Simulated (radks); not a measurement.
Question: The mean radii <r> (bohr) of the occupied orbitals of an atom or ion are listed with their occupations. Method: Dirac Kohn-Sham, PBE, spin-unpolarised, spherical densities, finite nucleus; Fermi nuclear charge, rms radius of each element as measured or else 0.836 A^(1/3) + 0.57 fm; computed with a radial shooting solver on a logarithmic mesh with Libxc functionals.

| orbital | occ. | <r> |
|---|---|---|
| 1s1/2 | 2 | 0.02318 |
| 2s1/2 | 2 | 0.09785 |
| 2p1/2 | 2 | 0.08192 |
| 2p3/2 | 4 | 0.08830 |
| 3s1/2 | 2 | 0.2461 |
| 3p1/2 | 2 | 0.2341 |
| 3p3/2 | 4 | 0.2446 |
| 3d3/2 | 4 | 0.2135 |

Name the element and its charge. Open shells, if any, fill j = l - 1/2 first.

Answer: Z = 61, promethium, charge +39: Pm39+ in [Ar] 3d4. The 1s radius gives Z: for a bare nucleus <r> = (2 gamma + 1)/(2Z) with gamma = sqrt(1 - (Z/c)^2), 0.02288 bohr for Z = 61, and screening makes it slightly larger (0.02318 here). The occupations add up to 22, and the charge is Z minus that.
